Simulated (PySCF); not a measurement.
NaZn: frontier orbitals

LDA at R = 2.831 Å; Na 6-31G(d,p), Zn 6-31G(d,p); no relativity (PySCF 2.14). State: ²Σ⁺ (doublet), unpaired electrons σ ↑. Only the outer orbitals are listed, counted within each symmetry.

```
spin  orbital  occ.  ε (eV)  on Na (%)            main shells (%)
   α       9σ     1   -8.73          3                    98 Zn d
   α       4π     1   -8.56          0                   100 Zn d
   α       4π     1   -8.56          0                   100 Zn d
   α       1δ     1   -8.49          0                   100 Zn d
   α       1δ     1   -8.49          0                   100 Zn d
   α      10σ     1   -6.23         12            88 Zn s, 8 Na s
   α      11σ     1   -2.93         69           66 Na s, 25 Zn p
   α       5π     0   -1.74         37           63 Zn p, 37 Na p
   α       5π     0   -1.74         37           63 Zn p, 37 Na p
   α      12σ     0   -1.29         50  49 Zn p, 31 Na p, 18 Na s
   β       9σ     1   -8.69          3                    98 Zn d
   β       4π     1   -8.54          0                   100 Zn d
   β       4π     1   -8.54          0                   100 Zn d
   β       1δ     1   -8.47          0                   100 Zn d
   β       1δ     1   -8.47          0                   100 Zn d
   β      10σ     1   -6.01          9                    90 Zn s
   β      11σ     0   -2.32         65           62 Na s, 30 Zn p
   β       5π     0   -1.49         29           71 Zn p, 28 Na p
   β       5π     0   -1.49         29           71 Zn p, 28 Na p
```

Which are the highest filled and the lowest empty level, where do they sit, and how wide is the gap?

Highest filled α 11σ at -2.93 eV (in %: 66 Na s, 25 Zn p); lowest empty β 11σ at -2.32 eV (in %: 62 Na s, 30 Zn p); the gap at LDA is 0.61 eV.

- bond order (Mayer): 0.71
- ⟨S²⟩: 0.751
- charge on Na (Mulliken, basis-dependent): 0.02
- charge on Na (Löwdin, basis-dependent): -0.13
- dipole moment (positive dipole means Na(−)Zn(+)): -0.43 D
- polarisability along the bond: 275.6 bohr³
- polarisability across the bond: 138.1 bohr³

The state is the lowest determinant that a PBE0 search found; another state may lie lower at other levels.
